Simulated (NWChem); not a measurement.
# MoH2F4; SMILES [F][MoH2]([F])([F])[F]

```xyz
7

Mo     0.0000     0.0000     0.0887
F     -1.8339     0.0000    -0.3563
F      0.0000     1.7450    -0.3462
F      1.8339     0.0000    -0.3563
F      0.0000    -1.7450    -0.3462
H     -0.7936     0.0000     1.5310
H      0.7936     0.0000     1.5310
```
Atoms are numbered in this order, from 1.

This is a stationary point of PBE0/def2-SVP with def2 effective core potentials on Mo (NWChem), point group C2v. def2 effective core potentials on Mo; no spin-orbit coupling.

Q: Is it a minimum? If not, what does it relax to?

A: No. It has an imaginary frequency of 400i cm⁻¹. Following that mode (on a finer grid) lowers the energy by 3.0 kcal/mol and ends, with real frequencies alone, at point group C2v:
```xyz
7

Mo     0.0000     0.0000     0.1487
F     -1.7893     0.1278    -0.2612
F      0.0131     1.7938    -0.2612
F      1.7893    -0.1278    -0.2612
F     -0.0131    -1.7938    -0.2612
H     -0.5996    -0.5542     1.5772
H      0.5996     0.5542     1.5772
```
